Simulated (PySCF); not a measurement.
H₄Si, SMILES [SiH4].

Geometry optimised at TPSSh-D3(BJ)/def2-TZVPD.

All values below come from PySCF with r2SCAN/def2-TZVPD.

Isolated molecule, no solvent.

- total energy = -291.85338 hartree
- point group = Td
- highest occupied level = -8.87 eV
- lowest empty level = 0.64 eV
- orbital gap = 9.51 eV
- dipole moment = 0.00 D
- quadrupole, principal values (traceless, Buckingham form, about the centre of nuclear charge) = 0.00, 0.00, 0.00 D·Å
- mean static polarisability = 31.7 bohr³ (4.70 Å³)
- polarisability, principal values = 31.7, 31.7, 31.7 bohr³
